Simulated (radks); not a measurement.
The dysprosium ion Dy9+, 57 electrons, occupied as [Kr] 4d10 4f(5/2: 6, 7/2: 0) 5s2 5p(1/2: 2, 3/2: 1) (not the ground configuration).

Method: Dirac Kohn-Sham, relativistic LDA (MacDonald-Vosko exchange, VWN5 correlation), spin-unpolarised, spherical densities, finite nucleus; Fermi nuclear charge, rms radius 5.2218 fm; computed with a radial shooting solver on a logarithmic mesh with Libxc functionals.

Energy parts (hartree):
| part | energy |
|---|---|
| total | -12115.2734 |
| kinetic | 13245.6313 |
| electron-nucleus | -29518.3288 |
| Hartree | 4386.2016 |
| exchange-correlation | -228.7776 |

Orbitals (lengths in bohr, moments of r in powers of bohr; <r^-3> diverges for s and p1/2; r(max) is where P^2 peaks):
orbital  occ.  eigenvalue (hartree)      <r>  <r^-3>   r(max)  <1/r>
1s1/2       2             -1962.590  0.02121       -  0.01344  74.23
2s1/2       2             -332.2082  0.08955       -  0.07651  17.79
2p1/2       2             -316.6099  0.07460       -  0.05757  17.78
2p3/2       4             -287.5481  0.08163   10910  0.06358  15.58
3s1/2       2             -78.82027   0.2349       -   0.2164  6.501
3p1/2       2             -71.94576   0.2244       -   0.2036  6.422
3p3/2       4             -65.90775   0.2377    2348   0.2163  5.862
3d3/2       4             -53.98226   0.2100   398.3   0.1710  5.748
3d5/2       6             -52.65743   0.2141   351.3   0.1745  5.610
4s1/2       2             -20.38485   0.5271       -   0.4940  2.747
4p1/2       2             -17.65127   0.5358       -   0.4964  2.646
4p3/2       4             -16.25909   0.5649   543.0   0.5228  2.455
4d3/2       4             -11.71250   0.5892   80.06   0.5252  2.255
4d5/2       6             -11.45267   0.5989   69.68   0.5336  2.209
4f5/2       6              -5.91104   0.6750   12.24   0.5086  1.822
4f7/2       0              -5.86696   0.6805   11.86   0.5126  1.807
5s1/2       2              -6.79497    1.150       -    1.084  1.180
5p1/2       2              -5.88906    1.223       -    1.144  1.099
5p3/2       1              -5.60053    1.278   113.8    1.200  1.040

The highest occupied level is 5p3/2 at -152.40 eV. The configuration is held as typed, so some empty levels lie below it. The electron density at the nucleus is 7.307e+05 e/bohr^3.
